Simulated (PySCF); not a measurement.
Computed IR spectrum (relative IR intensity) of a molecule CH₇FOSi₂. Geometry optimised at PBE-D3(BJ)/def2-SVP. The values are those of a single conformer. These are PBE-D3(BJ)/def2-SVP (PySCF) values and carry that method's errors. Frequencies are harmonic and unscaled.

Lines under 2 % of the strongest are left out, and lines within 2 cm⁻¹ are merged.

ν (cm⁻¹): 69 (vw), 129 (vw), 169 (vw), 256 (vw), 361 (s), 380 (m), 602 (w), 642 (w), 725 (s), 739 (w), 812 (vs), 824 (w), 878 (vs), 893 (w), 911 (s), 1004 (s), 1103 (m), 1221 (vw), 1324 (m), 1400 (vw), 2134 (s), 2151 (m), 2157 (s), 2171 (vs), 2940 (m), 3028 (vw), 3694 (m) (against the strongest line: vs over 80 %, s over 45 %, m over 15 %, w over 4 %, vw less)

Task: Which structure fits?
(A) OC[SiH2][SiH2]F
(B) FC[SiH2]O[SiH3]
(C) C[Si@@H](F)[SiH2]O
(D) CO[SiH2][SiH2]F

Result: A, OC[SiH2][SiH2]F
